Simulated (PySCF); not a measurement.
A basis-limit estimate, worked out

An elementary step of AlNH$_{3}$ClO, singlet (AlNH₃ClO ([NH2][Al]([OH])[Cl]) → AlClO + NH₃ (still joined by a long Al–N bond); bonds formed: N2–H4; bonds broken: O3–H4; bonds weakened to dative contacts: Al1–N2). “Start” is the structure reached by relaxing down from the saddle towards the reactants; PBE0-D4/def2-TZVP structures. The saddle:

```csv
atom,x (Å),y (Å),z (Å)
Al1,-0.8774,0.4437,0.3515
N2,0.8047,-0.3314,-0.1793
O3,-1.4649,-0.1333,-1.0640
H4,-0.0565,-0.5057,-0.9859
Cl5,-1.1531,1.4698,2.1357
H6,1.5802,0.2333,-0.5017
H7,1.1671,-1.1763,0.2436
```

PySCF 2.14 with density fitting (its default auxiliary sets; JK sets also for MP2 and CCSD(T)); basis: def2-TZVPP and def2-QZVPP; cores frozen in the correlated methods.

Energies in eV:

| quantity | saddle | start |
| --- | --- | --- |
| Hartree–Fock, triple zeta (X = 3) | -22657.04798 | -22660.07653 |
| Hartree–Fock, quadruple zeta (X = 4) | -22657.75954 | -22660.80737 |
| MP2 correlation, X = 3 | -20.30018 | -19.53227 |
| MP2 correlation, X = 4 | -22.02562 | -21.25857 |
| CCSD(T) correlation, X = 3 | -21.75040 | -21.07014 |

Question: Work out the barrier at the basis limit: extrapolate Hartree–Fock as E(X) = E∞ + A exp(−7.88 √X) and the MP2 correlation as E(X) = E∞ + B X^−2.97 (the exponents that Neese and Valeev fitted for def2-TZVPP and QZVPP), then add CCSD(T) − MP2 in triple zeta.

Answer: Each step is linear, so take the differences first (saddle − start): Hartree–Fock 3.02855 (X = 3) and 3.04783 (X = 4); MP2 correlation -0.76791 and -0.76705; CCSD(T) correlation -0.68026.
Two points give E∞ = E(4) + w [E(4) − E(3)], with w = 1/(exp(7.88 (2 − √3)) − 1) = 0.1377 for Hartree–Fock and w = 1/((4/3)^2.97 − 1) = 0.7407 for the correlation.
Hartree–Fock: 3.04783 + 0.1377 × 0.01928 = 3.0505 eV.
MP2 correlation: -0.76705 + 0.7407 × 0.00086 = -0.7664 eV.
CCSD(T) − MP2: -0.68026 − (-0.76791) = 0.0877 eV.
Sum: 3.0505 + (-0.7664) + 0.0877 = 2.3718 eV, or 54.69 kcal/mol. Plain CCSD(T) in triple zeta gives 2.3483 eV, so the larger basis shifts the result by 0.0235 eV.

No T1 diagnostic of these runs exceeds 0.021.

Labels in which every atom is bracketed show which atoms are joined, not bond orders.

For scale, one of the runs: CCSD(T)/def2-TZVPP, 188 basis functions, launched by `OMP_NUM_THREADS=4 python run.py`. The run took 2.6 min on 4 CPU threads of an INTEL XEON PLATINUM 8581C (shared host), with 2.1 GiB of host memory at its peak.
